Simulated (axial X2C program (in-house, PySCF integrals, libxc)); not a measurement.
# Low determinants of MgTe at the PBE0 level, 2c

Computed with an in-house relativistic program for diatomic molecules. Two-component (2c) means X2C with spin–orbit coupling and atomic mean-field two-electron Coulomb and Gaunt terms. Basis: Te dyall-cv3z [11s12p8d4f1g], Mg dyall-cv3z [9s8p6d3f] (cores contracted in-house); Gaussian nuclei, density fitting, unrestricted open shells. Masses: Te 129.906 u, Mg 23.985 u.

Search at 2.484 Å (vertical energies from the lowest determinant):

```csv
ΔE (eV),state,electrons beyond evenly filled partner blocks,"electrons in ±ω = 1/2, 3/2, 5/2, 7/2"
0.00,Ω = 0,none,42 18 4 0
0.21,Ω = 2,"ω = 1/2, ω = 3/2",43 17 4 0
0.26,Ω = 1,"ω = -1/2, ω = 3/2",43 17 4 0
0.65,Ω = 1,2 × ω = 1/2,42 18 4 0
2.87,Ω = 3,2 × ω = 3/2,42 18 4 0
3.32,Ω = 1,"ω = -1/2, ω = 3/2",41 19 4 0
3.35,Ω = 2,"ω = 1/2, ω = 3/2",41 19 4 0
```

Lowest determinant, Ω = 0 (closed shell): Re = 2.478 Å, ωe = 339.3 cm⁻¹.

The determinant in row 2 of the search, Ω = 2 (⟨Sz⟩ = 1.00, ⟨Lz⟩ = 1.00 at PBE0), was followed along the bond at PBE0; measured from the minimum of the lowest determinant it gives:

Te = 0.059 eV (478 cm⁻¹), Re = 2.695 Å, ωe = 264.8 cm⁻¹.

Question: Compare the bond of the determinant in row 2 with that of the lowest one.

Answer: At PBE0 its Re is 0.217 Å longer and its force constant, which goes as ωe², is 0.61 times that of the lowest determinant. T0 ≈ Te + Δωe/2 = 478 + (-37) = 441 cm⁻¹.

The search compares states at one distance, so a state with another bond length can lie lower; it is not exhaustive and yields mostly the lowest determinant of each block pattern, so other components and higher states of one pattern are missing. These are energies of single determinants, not of spin-adapted states; PBE0 term energies can be off by some tenths of an eV, and the functional has no current term. Open-shell Ω = 0 determinants with evenly filled partner blocks cannot be reached by this program, so the Ω shown need not be the lowest component. The lowest determinant need not be the ground state where others lie within half an eV.
